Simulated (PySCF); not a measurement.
H4PSi, SMILES [SiH2]P, multiplicity 2. Atoms are numbered in the order given.

```xyz
6

Si    -1.1296     0.1117     0.0000
P      1.1000    -0.1364     0.0000
H     -1.6845    -0.5568     1.2128
H     -1.6845    -0.5568    -1.2128
H      1.3420     0.7976     1.0412
H      1.3420     0.7976    -1.0412
```
Charge 0, spin multiplicity 2.

Coordinates come from a PBE0-D3(BJ)/def2-TZVP optimisation. The isomer is the one that the SMILES or the coordinates give; other isomers of the formula were not compared.

All values below come from TDA-CAM-B3LYP/def2-TZVPD (PySCF 2.14.0).

Vertical excitations. Gas-phase values at a fixed geometry.

| state | energy (eV) | λ (nm) | f | main pairs |
|---|---|---|---|---|
| root 1 | 3.87 | 320 | 0.042 | β HOMO→LUMO 88 % |
| root 2 | 4.59 | 270 | 0.060 | α HOMO→LUMO 53 %, α HOMO→LUMO+1 32 % |
| root 3 | 4.79 | 259 | 0.039 | α HOMO→LUMO+1 51 %, α HOMO→LUMO 38 % |
| root 4 | 4.79 | 259 | 0.004 | α HOMO→LUMO+2 79 %, α HOMO→LUMO+3 12 % |
| root 5 | 5.18 | 239 | 0.018 | α HOMO→LUMO+3 36 %, β HOMO−2→LUMO 53 % |
| root 6 | 5.19 | 239 | 0.028 | α HOMO→LUMO+1 6 %, β HOMO−1→LUMO 84 % |
| root 7 | 5.28 | 235 | 0.008 | α HOMO→LUMO+3 45 %, β HOMO−2→LUMO 43 % |
| root 8 | 5.71 | 217 | 0.032 | α HOMO→LUMO+4 83 % |
| root 9 | 6.16 | 201 | 0.000 | α HOMO−1→LUMO+2 9 %, α HOMO→LUMO+2 7 %, β HOMO→LUMO+3 70 % |
| root 10 | 6.19 | 200 | 0.035 | α HOMO→LUMO+5 58 %, β HOMO→LUMO+1 10 % |
Unrestricted roots are not spin-pure.
